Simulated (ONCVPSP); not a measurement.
# chlorine, ONCV: configuration errors across variants

| Quantity | Value |
| --- | --- |
| Element | Cl |
| Generator | ONCVPSP 4.0.1 |
| Type | optimised norm-conserving Vanderbilt (ONCV) |
| Functional | PBEsol |
| Relativity | scalar-relativistic |
| Frozen core | [Ne] |
| Valence charge | 7 |
| Reference configuration | 3s2 3p5 |
| Partial waves | 3s: rc 1.30 bohr, ncon 4, nbas 8, qcut 5.5 1/bohr, 2 projectors, debl 3.3 Ha; 3p: rc 1.15 bohr, ncon 5, nbas 8, qcut 5.7 1/bohr, 1 projector |
| Local potential | polynomial inside 0.85 bohr (lpopt 1, dvloc0 1 Ha) |
| Core correction | none |

All-electron excitation energies from the reference (eV): (1) 3s2 3p4 13.836; (2) 3s2 3p3 39.233; (3) 3s2 3p2 77.489; (4) 3s1 3p5 26.505.

2 further variants failed, have other tests or another functional or relativity, and are left out.

Errors AE − PS in meV (a dash: test not solved or not reliable):

```tsv
change	(1)	(2)	(3)	(4)	bound ghosts	GHOST(+) flags above zero
base	+3.6	+25	+81	+10	none	s
local potential polynomial inside 0.85 bohr (lpopt 1, dvloc0 7 Ha)	+3.3	+23	+78	+9.3	none	s
p: qcut 7.6	+3.6	+25	+81	+11	none	s
all radii scaled by about 1.06 (s 1.38, p 1.22 bohr); local potential polynomial inside 0.90 bohr (lpopt 1, dvloc0 1 Ha)	+3.2	+24	+81	+7.1	none	s
```

Task: Give the same row for: s: ncon 5, nbas 9.

Result: +3.6, +25, +81, +11; bound ghosts: none; GHOST(+) flags above zero: s.
